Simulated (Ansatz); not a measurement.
This geometry of CH9NSi3 (14 atoms, charge 0, multiplicity 1) is a first-order saddle point.

The calculation used RKS B3LYP-D4/def2-SVP in Ansatz.

```xyz
14
Properties=species:S:1:pos:R:3
Si -1.370 1.494 1.561
Si 0.095 0.918 -0.211
N -0.475 -0.350 -1.278
C 0.405 -1.526 -1.201
Si 1.667 -0.801 0.077
H -1.709 2.952 1.567
H -2.643 0.717 1.442
H -0.754 1.165 2.885
H 0.525 2.190 -0.884
H -1.301 -0.399 -1.866
H 0.874 -1.788 -2.169
H -0.106 -2.435 -0.828
H 1.723 -1.529 1.378
H 3.056 -0.638 -0.444
```

Q: Which two structures does it join? (They come from a converged band through this point; their orientation in space is the band's.)

A: No bond is made or broken. The dihedral H6–Si1–Si2–Si5 goes from 88 to -151°.

Initial state:

```xyz
14
Properties=species:S:1:pos:R:3
Si -1.659 1.417 1.292
Si -0.172 0.837 -0.442
N -0.410 -0.769 -1.102
C 0.755 -1.620 -0.822
Si 1.825 -0.281 0.080
H -1.313 2.750 1.875
H -3.072 1.477 0.803
H -1.591 0.393 2.378
H -0.150 1.958 -1.441
H -1.215 -1.181 -1.565
H 1.239 -2.018 -1.735
H 0.523 -2.486 -0.171
H 2.140 -0.592 1.505
H 3.088 0.085 -0.625
```

Final state:

```xyz
14
Properties=species:S:1:pos:R:3
Si -1.252 1.511 1.620
Si 0.181 0.922 -0.155
N -0.497 -0.238 -1.281
C 0.284 -1.484 -1.274
Si 1.591 -0.944 0.050
H -2.483 2.197 1.119
H -1.678 0.284 2.359
H -0.569 2.430 2.582
H 0.726 2.184 -0.759
H -1.313 -0.177 -1.882
H 0.741 -1.723 -2.254
H -0.302 -2.369 -0.960
H 1.563 -1.742 1.311
H 2.996 -0.880 -0.448
```

Q: How far does it lie above each of them?

A: 4.4 kJ/mol above the first and 4.4 kJ/mol above the second. This is the barrier of this one path; another mechanism may lie lower.

The run took 92 s on 2 threads of Arm Neoverse V2, with other jobs on the host, peak memory 0.31 GiB.
